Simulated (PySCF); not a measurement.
# Computed records: CH$_{6}$NSi, BFH$_{6}$Si$_{2}$, CH$_{3}$Al, B$_{2}$H$_{3}$O$_{2}$ and others

Calculation on a computer-drawn molecule: the log of a Hartree-Fock and frozen-core CCSD(T) single point meant for a local Hartree-Fock minimum, with one planted fault or none, to be diagnosed. Offsets are logged minus clean, where the clean run is the same molecule without the fault. The reference is restricted for singlets and unrestricted otherwise, and also for a bond in bohr or an excited solution. Adding or removing an electron swaps singlet and doublet. The excited solution moves the top pair (singlet) or top alpha electron (doublet) to the lowest empty orbital. Highest occupied and lowest empty are orbital energies over both spins, largest force is the largest gradient component, triples share is (T) over the correlation energy, the T1 limit is 0.02 restricted and 0.045 unrestricted, electrons count all cores, a negative frequency is imaginary (commonest isotopes), and the dipole is about the centre of nuclear charge. Program: PySCF 2.14.0.

Common to all runs: logged SCF converged yes; possible faults no fault, one electron removed, one electron added, multiplicity raised by two, geometry at a saddle point, SCF held on an excited solution, minimal basis STO-3G, one bond length entered in bohr, all coordinates scaled.

(1) CH$_{6}$NSi

Logged structure:
```xyz
9
CH6NSi
N     -0.3133     0.1759     2.8815
C     -0.5157     1.2738     2.0411
Si     0.4024     1.4926     0.4482
H      0.6327    -0.1550     2.9202
H     -0.6761     0.2868     3.8096
H     -1.4335     1.8197     2.2371
H     -0.0940     0.6322    -0.6575
H      0.2843     2.9055     0.0180
H      1.8338     1.1527     0.6589
```

```
meant charge                         : 0
meant multiplicity                   : 2
meant basis                          : cc-pV(D+d)Z
logged electrons                     : 33
logged basis functions               : 81
logged spin squared                  : 0.7614
logged highest occupied              : -8.0308 eV
logged lowest empty                  : 3.4066 eV
logged largest force                 : 4.434e-05 hartree/bohr
logged lowest frequency              : 115.91 cm⁻¹
logged T1 diagnostic                 : 0.016626
logged D1 diagnostic                 : 0.082544
logged triples share                 : 0.02546
logged CC converged                  : yes
logged dipole magnitude              : 1.6887 debye
logged SCF stable within its kind    : yes
logged energy HF                     : -384.70597 hartree
logged energy CCSD(T)                : -385.16204 hartree
planted fault                        : no fault
HF energy offset from clean run      : 0 kcal/mol
CCSD(T) energy offset from clean run : 0 kcal/mol
```

Drawn bonds:
| atom | other atom | order |
| --- | --- | --- |
| 1 | 2 | 1 |
| 2 | 3 | 1 |
| 1 | 4 | 1 |
| 1 | 5 | 1 |
| 2 | 6 | 1 |
| 3 | 7 | 1 |
| 3 | 8 | 1 |
| 3 | 9 | 1 |

(2) BFH$_{6}$Si$_{2}$

Logged structure:
```xyz
10
BFH6Si2
B      0.9062     1.5915     0.7774
Si     0.7958     0.7669     2.6232
F      0.2291     1.8345     3.7187
Si    -0.6196    -1.1332     2.6745
H      1.3792     0.9507    -0.1206
H      0.4979     2.6906     0.5327
H      2.1521     0.3761     3.0775
H     -0.7225    -1.6620     4.0545
H     -0.0516    -2.1817     1.7919
H     -1.9760    -0.7861     2.1862
```

```
meant charge                         : 0
meant multiplicity                   : 1
meant basis                          : cc-pV(D+d)Z
logged electrons                     : 48
logged basis functions               : 104
logged spin squared                  : 0
logged highest occupied              : -10.65 eV
logged lowest empty                  : 0.95385 eV
logged largest force                 : 2.3e-05 hartree/bohr
logged lowest frequency              : 94.335 cm⁻¹
logged T1 diagnostic                 : 0.013349
logged D1 diagnostic                 : 0.034032
logged triples share                 : 0.021314
logged CC converged                  : yes
logged dipole magnitude              : 1.6932 debye
logged SCF stable within its kind    : yes
logged energy HF                     : -705.51112 hartree
logged energy CCSD(T)                : -706.04861 hartree
planted fault                        : no fault
HF energy offset from clean run      : 0 kcal/mol
CCSD(T) energy offset from clean run : 0 kcal/mol
```

Drawn bonds:
| atom | other atom | order |
| --- | --- | --- |
| 1 | 2 | 1 |
| 2 | 3 | 1 |
| 2 | 4 | 1 |
| 1 | 5 | 1 |
| 1 | 6 | 1 |
| 2 | 7 | 1 |
| 4 | 8 | 1 |
| 4 | 9 | 1 |
| 4 | 10 | 1 |

(3) CH$_{3}$Al

Logged structure:
```xyz
5
CH3Al
C     -1.5392    -1.1305     2.1835
Al    -2.4005    -2.8741     2.6646
H     -2.0818    -0.2744     2.6104
H     -0.5041    -1.0701     2.5503
H     -1.5037    -0.9781     1.0949
```

```
meant charge                         : 0
meant multiplicity                   : 1
meant basis                          : cc-pV(D+d)Z
logged electrons                     : 22
logged basis functions               : 52
logged spin squared                  : 2.0078
logged highest occupied              : -5.9973 eV
logged lowest empty                  : 0.38558 eV
logged largest force                 : 0.010214 hartree/bohr
logged T1 diagnostic                 : 0.017525
logged D1 diagnostic                 : 0.064197
logged triples share                 : 0.028418
logged CC converged                  : yes
logged dipole magnitude              : 0.15942 debye
logged SCF stable within its kind    : yes
logged energy HF                     : -281.45629 hartree
logged energy CCSD(T)                : -281.66719 hartree
planted fault                        : multiplicity raised by two
HF energy offset from clean run      : 30.96 kcal/mol
CCSD(T) energy offset from clean run : 47.05 kcal/mol
```

Drawn bonds:
| atom | other atom | order |
| --- | --- | --- |
| 1 | 2 | 1 |
| 1 | 3 | 1 |
| 1 | 4 | 1 |
| 1 | 5 | 1 |

(4) B$_{2}$H$_{3}$O$_{2}$

Logged structure:
```xyz
7
B2H3O2
B     -0.3055    -0.8518    -1.9375
B      0.9120    -1.7176    -1.1515
O      1.5914    -2.6697    -1.8570
O      1.1392    -1.4646     0.1713
H     -0.4801     0.1441    -2.5682
H      2.2377    -3.1603    -1.3715
H      1.8012    -1.9976     0.5857
```

```
meant charge                      : 0
meant multiplicity                : 2
meant basis                       : cc-pVDZ
logged electrons                  : 29
logged basis functions            : 71
logged spin squared               : 0.771
logged highest occupied           : -7.4836 eV
logged lowest empty               : 0.91679 eV
logged largest force              : 0.029959 hartree/bohr
logged dipole magnitude           : 2.8611 debye
logged SCF stable within its kind : no
logged energy HF                  : -200.83758 hartree
planted fault                     : SCF held on an excited solution
HF energy offset from clean run   : 25.19 kcal/mol
```

Drawn bonds:
| atom | other atom | order |
| --- | --- | --- |
| 1 | 2 | 1 |
| 2 | 3 | 1 |
| 2 | 4 | 1 |
| 1 | 5 | 1 |
| 3 | 6 | 1 |
| 4 | 7 | 1 |

Notes: coupled-cluster numbers left out as unreliable.

(5) AlB$_{2}$H$_{4}$N

Logged structure:
```xyz
8
AlB2H4N
B      0.0299     2.2761    -2.6759
N      0.9355     1.6767    -2.0630
Al     2.2301     0.8203    -1.1906
B      3.8958     0.0134    -2.2781
H     -0.8214     2.8398    -3.2535
H      2.0973     0.6858     0.3834
H      3.9085    -2.1031    -3.1200
H      4.9015     0.6424    -2.4920
```

```
meant charge                         : 0
meant multiplicity                   : 1
meant basis                          : cc-pV(D+d)Z
logged electrons                     : 34
logged basis functions               : 85
logged spin squared                  : 0.6709
logged highest occupied              : -8.9744 eV
logged lowest empty                  : 1.084 eV
logged largest force                 : 0.021262 hartree/bohr
logged T1 diagnostic                 : 0.063357
logged D1 diagnostic                 : 0.26653
logged triples share                 : 0.038386
logged CC converged                  : yes
logged dipole magnitude              : 1.9348 debye
logged SCF stable within its kind    : yes
logged energy HF                     : -347.96617 hartree
logged energy CCSD(T)                : -348.39866 hartree
planted fault                        : one bond length entered in bohr, row 6 of the drawn bonds
HF energy offset from clean run      : 71.21 kcal/mol
CCSD(T) energy offset from clean run : 71.84 kcal/mol
```

Drawn bonds:
| atom | other atom | order |
| --- | --- | --- |
| 1 | 2 | 2 |
| 2 | 3 | 1 |
| 3 | 4 | 1 |
| 1 | 5 | 1 |
| 3 | 6 | 1 |
| 4 | 7 | 1 |
| 4 | 8 | 1 |

Notes: T1 above single-reference limit.

(6) ClH$_{4}$NOSi

Logged structure:
```xyz
8
ClH4NOSi
N      1.0049    -1.1477    -1.5708
Si    -0.6443    -1.5039    -1.5467
O     -1.0458    -2.0782    -3.0211
Cl    -1.1983    -2.9813    -0.1741
H      1.6633    -1.8055    -1.9436
H      1.4135    -0.5905    -0.8453
H     -1.3935    -0.3148    -1.1346
H     -1.7583    -2.6954    -3.0931
```

```
meant charge                      : 0
meant multiplicity                : 1
meant basis                       : cc-pV(D+d)Z
logged electrons                  : 51
logged basis functions            : 94
logged spin squared               : 0.7531
logged highest occupied           : 3.9816 eV
logged lowest empty               : 8.7536 eV
logged largest force              : 0.075883 hartree/bohr
logged dipole magnitude           : 7.0224 debye
logged SCF stable within its kind : yes
logged energy HF                  : -880.06496 hartree
planted fault                     : one electron added
HF energy offset from clean run   : 103.6 kcal/mol
```

Drawn bonds:
| atom | other atom | order |
| --- | --- | --- |
| 1 | 2 | 1 |
| 2 | 3 | 1 |
| 2 | 4 | 1 |
| 1 | 5 | 1 |
| 1 | 6 | 1 |
| 2 | 7 | 1 |
| 3 | 8 | 1 |

Notes: coupled-cluster numbers left out as unreliable; highest electron not bound in this basis.

(7) AlB$_{2}$ClH$_{3}$

Logged structure:
```xyz
7
AlB2ClH3
Al     1.5039    -0.6059     0.0000
B     -0.2441     0.7937     0.0000
B     -1.8535     0.2558     0.0000
Cl    -3.3502    -0.3756     0.0000
H      2.9036     0.0848     0.0000
H      1.1591    -2.1344     0.0000
H     -0.1189     1.9815     0.0000
```

```
meant charge                         : 1
meant multiplicity                   : 1
meant basis                          : cc-pV(D+d)Z
logged electrons                     : 42
logged basis functions               : 89
logged spin squared                  : 0
logged highest occupied              : -15.275 eV
logged lowest empty                  : -5.9015 eV
logged largest force                 : 1.677e-05 hartree/bohr
logged lowest frequency              : -138.25 cm⁻¹
logged T1 diagnostic                 : 0.017559
logged D1 diagnostic                 : 0.049019
logged triples share                 : 0.031291
logged CC converged                  : yes
logged dipole magnitude              : 2.1214 debye
logged SCF stable within its kind    : yes
logged energy HF                     : -752.2312 hartree
logged energy CCSD(T)                : -752.62897 hartree
planted fault                        : geometry at a saddle point
HF energy offset from clean run      : 2.568 kcal/mol
CCSD(T) energy offset from clean run : 3.194 kcal/mol
```

Drawn bonds:
| atom | other atom | order |
| --- | --- | --- |
| 1 | 2 | 1 |
| 2 | 3 | 1 |
| 3 | 4 | 1 |
| 1 | 5 | 1 |
| 1 | 6 | 1 |
| 2 | 7 | 1 |

(8) BClH$_{3}$OSi

Logged structure:
```xyz
7
BClH3OSi
B     -0.5660     0.0629    -0.7836
O     -1.3813    -0.8364    -0.7420
Si    -3.6850    -3.3437    -0.3742
Cl    -4.0076    -3.4236     1.6022
H      0.2193     0.9284    -0.8276
H     -2.9561    -4.4845    -0.9051
H     -4.8049    -2.8203    -1.1397
```

```
meant charge                         : 1
meant multiplicity                   : 1
meant basis                          : cc-pV(D+d)Z
logged electrons                     : 46
logged basis functions               : 89
logged spin squared                  : 0
logged highest occupied              : -17.938 eV
logged lowest empty                  : -5.9635 eV
logged largest force                 : 0.029982 hartree/bohr
logged T1 diagnostic                 : 0.019833
logged D1 diagnostic                 : 0.055034
logged triples share                 : 0.028895
logged CC converged                  : yes
logged dipole magnitude              : 3.0622 debye
logged SCF stable within its kind    : yes
logged energy HF                     : -849.52057 hartree
logged energy CCSD(T)                : -850.05831 hartree
planted fault                        : one bond length entered in bohr, row 2 of the drawn bonds
HF energy offset from clean run      : 49.48 kcal/mol
CCSD(T) energy offset from clean run : 41.69 kcal/mol
```

Drawn bonds:
| atom | other atom | order |
| --- | --- | --- |
| 1 | 2 | 1 |
| 2 | 3 | 1 |
| 3 | 4 | 1 |
| 1 | 5 | 1 |
| 3 | 6 | 1 |
| 3 | 7 | 1 |

(9) CH$_{4}$BFSi

Logged structure:
```xyz
8
CH4BFSi
B     -3.2943     0.9812     0.5524
C     -1.9727     0.7362     1.2765
Si    -0.5240     1.4390     0.7537
F     -0.3953     2.4014    -0.5123
H     -4.3160     0.4748     0.9356
H     -3.3363     1.6898    -0.4203
H     -1.9096     0.1010     2.1560
H      0.8188     1.3127     1.3229
```

```
meant charge                      : 0
meant multiplicity                : 1
meant basis                       : cc-pV(D+d)Z
logged electrons                  : 37
logged basis functions            : 85
logged spin squared               : 0.7552
logged highest occupied           : -17.836 eV
logged lowest empty               : -7.127 eV
logged largest force              : 0.078166 hartree/bohr
logged T1 diagnostic              : 0.014587
logged D1 diagnostic              : 0.053248
logged triples share              : 0.022289
logged CC converged               : yes
logged dipole magnitude           : 3.9502 debye
logged SCF stable within its kind : yes
logged energy HF                  : -452.96222 hartree
logged energy CCSD(T)             : -453.46637 hartree
planted fault                     : ?
```

Drawn bonds:
| atom | other atom | order |
| --- | --- | --- |
| 1 | 2 | 1 |
| 2 | 3 | 2 |
| 3 | 4 | 1 |
| 1 | 5 | 1 |
| 1 | 6 | 1 |
| 2 | 7 | 1 |
| 3 | 8 | 1 |

(10) Al$_{2}$BH$_{7}$Si

Logged structure:
```xyz
11
Al2BH7Si
Al     0.4388     1.4400    -1.0970
B     -0.9336    -0.0570    -0.4656
Al    -2.7399    -0.5140    -1.4907
Si    -0.4483    -1.1735     1.1690
H      0.2657     2.9345    -0.5948
H      1.6311     1.0887    -2.0816
H     -4.0730     0.2664    -1.1308
H     -2.7733    -1.6178    -2.6286
H     -1.6136    -1.7224     1.9103
H      0.3308    -2.3190     0.6233
H      0.4030    -0.4713     2.1645
```

```
meant charge                      : 0
meant multiplicity                : 1
meant basis                       : cc-pV(D+d)Z
logged electrons                  : 51
logged basis functions            : 118
logged spin squared               : 0.772
logged highest occupied           : -15.805 eV
logged lowest empty               : -6.8738 eV
logged largest force              : 0.03662 hartree/bohr
logged T1 diagnostic              : 0.0226
logged D1 diagnostic              : 0.079616
logged triples share              : 0.027565
logged CC converged               : yes
logged dipole magnitude           : 1.2789 debye
logged SCF stable within its kind : yes
logged energy HF                  : -801.1649 hartree
logged energy CCSD(T)             : -801.53923 hartree
planted fault                     : ?
```

Drawn bonds:
| atom | other atom | order |
| --- | --- | --- |
| 1 | 2 | 1 |
| 2 | 3 | 1 |
| 2 | 4 | 1 |
| 1 | 5 | 1 |
| 1 | 6 | 1 |
| 3 | 7 | 1 |
| 3 | 8 | 1 |
| 4 | 9 | 1 |
| 4 | 10 | 1 |
| 4 | 11 | 1 |

Question: Which fault was planted in the run of CH$_{4}$BFSi (entry 9)?
Answer: one electron removed

Question: Give the missing planted fault for Al$_{2}$BH$_{7}$Si (entry 10).
Answer: one electron removed

Further results for CH$_{4}$BFSi (entry 9):

```
HF energy offset from clean run      : 186.3 kcal/mol
CCSD(T) energy offset from clean run : 215.3 kcal/mol
```

Further results for Al$_{2}$BH$_{7}$Si (entry 10):

```
HF energy offset from clean run      : 187.2 kcal/mol
CCSD(T) energy offset from clean run : 200.9 kcal/mol
```
